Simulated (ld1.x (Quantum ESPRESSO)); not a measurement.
europium PAW: all-electron and pseudo phase curves

ld1.x (Quantum ESPRESSO) 7.5 input, shortened:

```
&input
   title='Eu', zed=63., rel=2, dft='WC', iswitch=3,
   config='[Xe] 4f6 5d0 6s0 6p0', rel_dist='average'
 /
 &inputp
   pseudotype=3, lpaw=.true., tm=.true., lloc=-1, rcloc=1.30,
   nlcc=.true., new_core_ps=.true., rcore=0.60,
   which_augfun='BESSEL', rmatch_augfun=0.90
 /
8
6S  1  0   0.00   0.00  1.85  2.40  0.0
6S  1  0   0.00   0.85  1.85  2.40  0.0
5P  2  1   6.00   0.00  2.25  2.40  0.0
6P  3  1   0.00   0.00  2.25  2.40  0.0
5D  3  2   0.00   0.00  2.65  2.90  0.0
5D  3  2   0.00   0.60  2.65  2.90  0.0
4F  4  3   6.00   0.00  0.95  1.15  0.0
4F  4  3   0.00  -1.65  0.95  1.15  0.0
 &test
   configts(1)='4f6 5p6 5d0 6s0 6p0'
 /
```

Open shells are filled in proportion to 2j + 1 (rel_dist='average').

The phase is arctan(r·u′/u) with u = r·R(r), unwrapped; energies in Ry, scanned from -6 to 5 Ry. A pole is an energy at which the radial function vanishes at the test radius. The pseudo phase is shifted by a multiple of π to meet the all-electron one at the reference energy, and phase errors are pseudo minus all-electron; the curves can meet again beyond the range given. Levels narrower than the energy grid can be missing from the lists of poles.

A narrow feature of the pseudo curve, probably an extra level, lies near -1.44 Ry in the s channel; the grid steps over it, so the window and error are not given (n/a).

Question: For each channel, where are the poles, and over which energies does the pseudopotential scatter like the atom?

Answer:

```json
{"channel": "s", "radius (bohr)": "3.16", "reference energy (Ry)": "-1.62", "poles, all-electron": "-5.33, 0.10", "poles, pseudo": "0.12", "unbroken range about the reference energy with phases within 0.05 rad": "n/a", "phase error 1 Ry above the reference energy (rad)": "n/a"}
{"channel": "p1/2", "radius (bohr)": "3.16", "reference energy (Ry)": "-1.28", "poles, all-electron": "-3.91, 1.03", "poles, pseudo": "-5.03, -3.91, 0.62", "unbroken range about the reference energy with phases within 0.05 rad": "-4.9 to 0.7", "phase error 1 Ry above the reference energy (rad)": "-0.025"}
{"channel": "p3/2", "radius (bohr)": "3.16", "reference energy (Ry)": "-1.22", "poles, all-electron": "-3.57, 1.35", "poles, pseudo": "-3.57, 0.87, 4.90", "unbroken range about the reference energy with phases within 0.05 rad": "below 0.8", "phase error 1 Ry above the reference energy (rad)": "-0.025"}
{"channel": "d3/2", "radius (bohr)": "3.16", "reference energy (Ry)": "-1.82", "poles, all-electron": "-1.44, 3.26", "poles, pseudo": "-1.44, 2.67", "unbroken range about the reference energy with phases within 0.05 rad": "below 2.7", "phase error 1 Ry above the reference energy (rad)": "-0.002"}
{"channel": "d5/2", "radius (bohr)": "3.16", "reference energy (Ry)": "-1.79", "poles, all-electron": "-1.39, 3.34", "poles, pseudo": "-1.39, 2.69", "unbroken range about the reference energy with phases within 0.05 rad": "below 2.6", "phase error 1 Ry above the reference energy (rad)": "-0.002"}
{"channel": "f5/2", "radius (bohr)": "3.16", "reference energy (Ry)": "-2.46", "poles, all-electron": "-2.45, 1.13", "poles, pseudo": "-2.45, 1.12", "unbroken range about the reference energy with phases within 0.05 rad": "below 3.0", "phase error 1 Ry above the reference energy (rad)": "+0.000"}
{"channel": "f7/2", "radius (bohr)": "3.16", "reference energy (Ry)": "-2.41", "poles, all-electron": "-2.40, 1.15", "poles, pseudo": "-2.40, 1.14", "unbroken range about the reference energy with phases within 0.05 rad": "the whole range", "phase error 1 Ry above the reference energy (rad)": "+0.000"}
```

The ghost test of this file was not conclusive.

Phases in the f7/2 channel:

```json
{"E (Ry)": "-6.00", "all-electron": "1.430", "pseudo": "1.430"}
{"E (Ry)": "-5.48", "all-electron": "1.422", "pseudo": "1.422"}
{"E (Ry)": "-4.96", "all-electron": "1.413", "pseudo": "1.413"}
{"E (Ry)": "-4.44", "all-electron": "1.402", "pseudo": "1.402"}
{"E (Ry)": "-3.92", "all-electron": "1.387", "pseudo": "1.387"}
{"E (Ry)": "-3.40", "all-electron": "1.368", "pseudo": "1.368"}
{"E (Ry)": "-2.88", "all-electron": "1.338", "pseudo": "1.338"}
{"E (Ry)": "-2.36", "all-electron": "-1.733", "pseudo": "-1.733"}
{"E (Ry)": "-1.84", "all-electron": "-1.867", "pseudo": "-1.867"}
{"E (Ry)": "-1.32", "all-electron": "-1.973", "pseudo": "-1.973"}
{"E (Ry)": "-0.80", "all-electron": "-2.249", "pseudo": "-2.249"}
{"E (Ry)": "-0.28", "all-electron": "-3.459", "pseudo": "-3.459"}
{"E (Ry)": "0.24", "all-electron": "-4.403", "pseudo": "-4.403"}
{"E (Ry)": "0.76", "all-electron": "-4.629", "pseudo": "-4.629"}
{"E (Ry)": "1.28", "all-electron": "-4.736", "pseudo": "-4.736"}
{"E (Ry)": "1.80", "all-electron": "-4.819", "pseudo": "-4.820"}
{"E (Ry)": "2.32", "all-electron": "-4.924", "pseudo": "-4.924"}
{"E (Ry)": "2.84", "all-electron": "-5.150", "pseudo": "-5.151"}
{"E (Ry)": "3.36", "all-electron": "-6.258", "pseudo": "-6.267"}
{"E (Ry)": "3.88", "all-electron": "-7.433", "pseudo": "-7.435"}
{"E (Ry)": "4.40", "all-electron": "-7.661", "pseudo": "-7.662"}
{"E (Ry)": "4.92", "all-electron": "-7.751", "pseudo": "-7.751"}
```
